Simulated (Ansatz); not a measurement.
SnHMe2(OiPr) (C5H14OSn), relaxed as a singlet with RKS PBE-D4/def2-SVP in Ansatz, starting from the GFN2-xTB geometry. Force threshold 0.02 eV/Å.

In the def2 sets Sn takes a core potential; there is no spin–orbit coupling. Another isomer (singlet) lies 0.14 eV lower at PBE0-D4/def2-TZVP; other spin states weren't run for this one.

Start:

```xyz
21

C    -0.063   -1.633   -2.738
C    -1.730   -1.980    0.509
C     0.683    1.439    0.485
C     2.163    1.631    0.812
C    -0.135    1.289    1.762
O     0.598    0.317   -0.346
Sn   -1.002   -0.638   -1.057
H    -2.181    0.540   -1.506
H    -0.776   -2.267   -3.253
H     0.750   -2.240   -2.355
H     0.338   -0.906   -3.434
H    -2.190   -1.429    1.321
H    -0.879   -2.535    0.892
H    -2.451   -2.676    0.097
H     0.323    2.326   -0.058
H     2.526    0.770    1.367
H     2.306    2.531    1.402
H     2.730    1.711   -0.111
H    -1.193    1.213    1.515
H     0.168    0.386    2.286
H     0.014    2.149    2.409
```

Task: Estimate the energy that the relaxation releases and the steps that it takes.

Result: 3.9 kcal/mol, in 16 steps; 16 s on 4 threads of AMD EPYC 9R45 on a shared host. The force fell under the threshold at step 11, but the optimiser went on. No frequencies were taken in this run, so the end may be a saddle point.

Task: Does the start keep its bonding?

Result: By distances, no bond broke or formed. The bond that changes most is O6–Sn7, from 1.99 to 2.03 Å (atoms count from 1).

Task: Predict the relaxed structure.

Result: 
```
atom    x (Å)    y (Å)    z (Å)
  C1  -0.0845  -1.7170  -2.7266
  C2  -1.8488  -1.9602   0.3939
  C3   0.7133   1.3686   0.5359
  C4   2.1592   1.8034   0.7785
  C5  -0.0598   1.2045   1.8503
  O6   0.7632   0.1602  -0.2071
 Sn7  -0.9033  -0.6381  -1.0435
  H8  -1.9234   0.7032  -1.4908
  H9  -0.8524  -2.3770  -3.1743
 H10   0.7651  -2.3319  -2.3725
 H11   0.2784  -1.0035  -3.4900
 H12  -2.2513  -1.3783   1.2445
 H13  -1.0940  -2.6776   0.7698
 H14  -2.6734  -2.5193  -0.0905
 H15   0.2067   2.1758  -0.0576
 H16   2.6901   1.0336   1.3763
 H17   2.2077   2.7696   1.3211
 H18   2.6917   1.9113  -0.1869
 H19  -1.1217   0.9379   1.6620
 H20   0.3929   0.3948   2.4601
 H21  -0.0555   2.1399   2.4475
```
Bond lengths: 2 × C–Sn 2.16 to 2.17 Å; 2 × C–C 1.53 Å; 1 × C–O 1.42 Å; 1 × O–Sn 2.03 Å; 13 × C–H 1.11 to 1.12 Å; 1 × H–Sn 1.74 Å.
